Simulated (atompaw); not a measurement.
Before and after: PAW (atompaw) potential for lead

Pb (Z = 82), PAW, made with atompaw 4.2.0.5 (PBE, scalar-relativistic). Core [Xe] 4f14 5d10, reference 6s1 6p3. Waves: 6s (bound): rc 2.40 bohr; 6s channel at 0.35 Ry: rc 2.20 bohr; 6p (bound): rc 2.40 bohr; 6p channel at 1.1 Ry: rc 2.15 bohr; 6d channel at 0.1 Ry: rc 2.40 bohr; 6d channel at 1.5 Ry: rc 2.40 bohr. Local part: ultrasoft scheme with l = 3 at 0.5 Ry, radius 2.20 bohr. Core correction: smooth core density matched at 1.75 bohr. Augmentation charge: gaussian compensation charge, radius 2.15 bohr; PAW radius 2.40 bohr; waves and projectors: custom polynom2 7 10 vanderbiltortho.

All-electron outer shells of the reference configuration (PBE, scalar-relativistic, ld1.x):

| shell | level (eV) | outermost node (bohr) | outermost maximum (bohr) |
| --- | --- | --- | --- |
| 5p | -87.65 | 0.49 | 0.88 |
| 5d | -22.87 | 0.52 | 1.07 |
| 6s | -13.14 | 1.01 | 1.95 |
| 6p | -4.22 | 1.18 | 2.60 |

Change: local potential vpsmatchnc scheme with l = 3 at 0.5 Ry, radius 2.20 bohr.

Cutoffs: the cutoffs (Ry, on a coarse ladder) from which the occupation-weighted sum of valence levels, in a spherical-Bessel basis at the reference potential, stays within 10 and 1 mRy of its value at 400 Ry; they do not see the model core or the augmentation charge, which bear on the density cutoff.

Problem. What does the change do?

Solution. The potential gets neither clearly harder nor softer (10 Ry and 12 Ry → 8 Ry and 15 Ry); the bound ghosts move from d to d, p, s. A state that the projectors do not describe sees the local part alone, so a deeper or shallower local part can create or remove a ghost.

```tsv
quantity	base	changed
cutoff, loose	10 Ry	8 Ry
cutoff, tight	12 Ry	15 Ry
bound ghosts	d	s, d, p
s: phases at 2.41 bohr within 0.05 rad from the reference energy up to (Ry; the scan ends near 5)	to the end of the scan	4.8
p: phases at 2.41 bohr within 0.05 rad from the reference energy up to (Ry; the scan ends near 5)	to the end of the scan	to the end of the scan
d: phases at 2.41 bohr within 0.05 rad from the reference energy up to (Ry; the scan ends near 5)	to the end of the scan	to the end of the scan
lowest overlap eigenvalue by channel	s 0.20, p 0.89, d 0.85	s 0.08, p 0.86, d 0.85
```

 A true bound ghost makes a file unfit for plane-wave use even where its test errors are small: the radial tests pick states by their node count and pass the ghost by. The cutoffs see the waves, projectors and local potential, not the compensation charge or the core.
